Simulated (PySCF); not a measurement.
5,5-difluorocyclopenta-1,3-diene (C5H4F2), SMILES C1C=CC(C=1)(F)F. Heavy atoms are numbered as in [F:1][C:2]1([F:3])[CH:4]=[CH:5][CH:6]=[CH:7]1. Hydrogens are named by the atom that carries them.

Geometry optimised at PBE-D3(BJ)/def2-SVP. One conformer was computed; it need not be the lowest.

Method: PySCF with PBE/pcSseg-1.

GIAO shieldings, no solvent; atoms alike by connectivity are averaged. δ = σ(ref) − σ: ¹⁹F against CFCl3 (σ = 133.6 ppm); ¹³C against TMS (σ = 182.0 ppm); ¹H against TMS (σ = 31.49 ppm), references at their B3LYP-D3(BJ)/def2-TZVP geometries, non-relativistic.

Computed chemical shifts:
```csv
nucleus,atoms,count,δ (ppm)
¹⁹F,F1,2,-186.9
¹³C,C5 (CH),2,143.9
¹³C,C4 (CH),2,143.1
¹³C,C2,1,140.9
¹H,H on C5,2,6.68
¹H,H on C4,2,6.67
```
